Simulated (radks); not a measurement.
Spherical quantum dot in the effective-mass picture: electrons in a hard-walled sphere of radius 5.51, with a point charge +1 (a donor) at the centre, all in effective atomic units (hartree* = m*/eps^2 hartree, bohr* = eps/m* bohr), one dielectric constant everywhere. Calculated with a radial shooting solver with Libxc functionals: non-relativistic Kohn-Sham, PBE, spin-polarised, spherical densities. Levels are named by radial order and angular momentum (1s, 1p, 1d, 2s, ...), and open shells are averaged over m. Results are scaled to m* = 0.117 and eps = 13.9, for which hartree* = 16.48 meV and bohr* = 6.287 nm. Each electron was tried in the lowest free levels, single moves between levels near the top were tried too, and the lowest total energy was kept; such a search can miss a lower state. The series stops at N = 17: beyond it a trial failed or the search could not be trusted, so later rows were left out. At N = 1 the Hartree and exchange-correlation terms need not cancel, so that row can carry a self-interaction error.

N	open shells	2S	E (meV)	mu = E(N) - E(N-1) (meV)	addition energy mu(N+1) - mu(N) (meV)	e(HOMO) (meV)	rms radius (nm)
1	1s(up 1, down 0)	1	-8.19833	-8.1983	8.543	-4.4682	10.74
2	none	0	-7.85335	0.34499	8.715	2.7463	13.79
3	1p(up 1, down 0)	1	1.20710	9.0604	3.532	10.758	17.35
4	1p(up 2, down 0)	2	13.7994	12.592	3.738	14.451	19.06
5	1p(up 3, down 0)	3	30.1300	16.331	4.924	18.214	20.14
6	1p(up 3, down 1)	2	51.3849	21.255	3.432	22.927	20.95
7	1p(up 3, down 2)	1	76.0715	24.687	3.587	26.468	21.57
8	none	0	104.345	28.274	6.030	30.086	22.06
9	2s(up 1, down 0)	1	138.650	34.304	4.123	36.546	22.32
10	1d(up 1, down 0) 2s(up 1, down 0)	2	177.077	38.427	3.534	40.300	22.74
11	1d(up 2, down 0) 2s(up 1, down 0)	3	219.039	41.961	3.394	44.066	23.09
12	1d(up 4, down 0)	4	264.394	45.356	3.524	47.101	23.62
13	1d(up 5, down 0)	5	313.273	48.879	4.067	50.657	23.88
14	1d(up 5, down 0) 2s(up 1, down 0)	6	366.219	52.946	4.150	55.369	23.90
15	1d(up 5, down 1) 2s(up 1, down 0)	5	423.315	57.096	3.454	59.122	24.12
16	1d(up 5, down 3)	2	483.865	60.550	3.260	62.066	24.53
17	1d(up 5, down 4)	1	547.675	63.810	-	65.556	24.70

All shells are closed at N = 2, 8 (there: 1s2 1p6); the second difference of the energy has clear peaks (12 % above both neighbours; the first and last values, which can be the largest, are not judged, and half-filled shells can peak too) at N = 5, 8.
